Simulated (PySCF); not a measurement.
All values below come from PBE-D3(BJ)/def2-TZVP // B3LYP-D3(BJ)/def2-SVP (PySCF). Isolated molecules, 0 K electronic values unless said otherwise. One relaxed conformer stands for a flexible species; it need not be the lowest. Delta-SCF ions had no search for a lower state. Excitations are Tamm–Dancoff values on a coarser integration grid. The basis has no diffuse functions, so Rydberg states are missing or too high.

Reference species (SMILES): `C=Cc1ccc(OC)cc1` (C–C–C–C torsion -1°, C–C–O–C torsion -180°) (neutral, multiplicity 1).

```
Quantity                                  Result
--------------------------------------  --------
T1 excitation (TDA)                      2.97 eV
vertical ionisation energy (Delta-SCF)   7.48 eV
LUMO                                    -1.68 eV
```

Changed species: `C=C(OC)c1ccccc1` (C–C–O–C torsion 2°, O–C–C–C torsion 19°).

**Question.** Give the shifts of the T1 excitation (TDA), vertical ionisation energy (Delta-SCF) and LUMO.

**Answer.** the T1 excitation (TDA) rises by 0.20 eV, to 3.17 eV; the vertical ionisation energy (Delta-SCF) goes up by 0.34 eV, to 7.82 eV; the LUMO decreases by 0.02 eV, to -1.70 eV.
